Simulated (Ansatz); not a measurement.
[closo-2-(SiH3)B5H4]2- (SiB5H7²⁻). The state is a singlet with charge -2. Geometry PBE-D4/def2-SVPD; atoms count from 1.

Cartesian coordinates in Å:
```
B 0.0414 0.0232 0.1117
B -1.2808 0.5052 -1.0200
B -0.7235 -1.0876 -0.9026
B 0.1231 1.4290 -0.8184
B 0.3338 -0.0159 -1.6727
Si 0.6783 -0.3440 1.9359
H 1.8106 -1.3834 2.0705
H -0.3429 -0.9114 2.9464
H 1.2803 0.7762 2.8270
H -2.4350 0.9080 -1.1873
H -1.1075 -2.2494 -0.9226
H 0.5210 2.5842 -0.7543
H 1.1011 -0.2341 -2.6138
```

A multiply charged anion in the gas phase is held together partly by the finite basis. The highest occupied level of the charge -2 singlet lies above zero (up to 3.46 eV). The electron is either unbound and held by the finite basis, or the level is raised by self-interaction error. Another isomer (singlet) lies 0.08 eV lower at PBE0-D4/def2-TZVPD; other spin states weren't run for this one.

Q: Estimate the Mulliken populations from the PBE0/def2-TZVPD orbitals of Ansatz.

A: 
| atom | charge (e) |
| --- | --- |
| B1 | -1.05 |
| B2 | -0.57 |
| B3 | 0.50 |
| B4 | 0.49 |
| B5 | -0.55 |
| Si6 | 0.09 |
| H7 | -0.14 |
| H8 | -0.14 |
| H9 | -0.15 |
| H10 | -0.10 |
| H11 | -0.14 |
| H12 | -0.14 |
| H13 | -0.11 |
Mulliken values depend strongly on the basis. With diffuse functions, as here, like atoms can get unlike values, and bond orders can come out too low or too high.

Q: And the Mayer bond orders between heavy atoms (over 0.3)?

A: B1–B2 1.09 (1.81 Å); B1–B3 0.79 (1.69 Å); B1–B4 0.71 (1.69 Å); B1–B5 1.05 (1.81 Å); B1–Si6 0.76 (1.97 Å); B2–B3 0.78 (1.69 Å); B2–B4 0.85 (1.69 Å); B2–B5 1.18 (1.82 Å); B3–B4 0.66 (2.66 Å); B3–B5 0.79 (1.69 Å); B4–B5 0.86 (1.69 Å).
